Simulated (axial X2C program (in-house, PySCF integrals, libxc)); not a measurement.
Spin–orbit effects down a group: molecules with Zn, PBE0

Calculated with an in-house relativistic program for diatomic molecules, spin-free (one-electron X2C) or two-component (2c: spin–orbit coupling with atomic mean-field Coulomb and Gaunt terms, which also bring small scalar terms), in Dyall basis sets with cores contracted in-house; open shells are unrestricted.

Basis sets: Al dyall-v3z, B dyall-v3z, Ga dyall-cv3z, Zn dyall-cv3z.

```
molecule   spin-free state  Re (Å)  ωe (cm⁻¹)  De (eV)  2c state  Re 2c (Å)  ωe 2c (cm⁻¹)  De 2c (eV)
     ZnB  M_S = 1/2, Λ = 1   2.209      326.1     0.47   Ω = 1/2      2.207         327.3        0.48
    AlZn  M_S = 1/2, Λ = 1   2.681      171.8     0.35   Ω = 1/2      2.678         172.5        0.35
    ZnGa  M_S = 1/2, Λ = 1   2.668      126.7     0.32   Ω = 1/2      2.671         125.4         n/a
```

Work out the shifts from the spin-free to the two-component result.



```tsv
molecule	2c state	ΔRe (Å)	Δωe (cm⁻¹)	ΔDe (eV)
ZnB	Ω = 1/2	-0.002	1.2	0.01
AlZn	Ω = 1/2	-0.003	0.7	0.00
ZnGa	Ω = 1/2	0.003	-1.3	n/a
```

Shifts of one unit in the last digit are rounding.

Each entry is the lowest single determinant of a limited PBE0 search at one distance. De goes to single-determinant-based atoms at the same level (for ions the charge split of lowest energy) and is withheld (n/a) where an atom does not fit its ground term or J level. Main or longest-lived isotopes. One determinant is a doubtful description, or other states lie close, for AlZn, ZnGa; these need not be ground states, and all values refer to the states named. Some light 2c atoms are not at their ground J level, so De misses part of their lowering (0.04 eV or less). The functionals have no current term, which raises determinants with orbital currents. Where the atoms have a lower orbital projection than the molecule, De at mean-field level may be about a tenth of an eV too small.
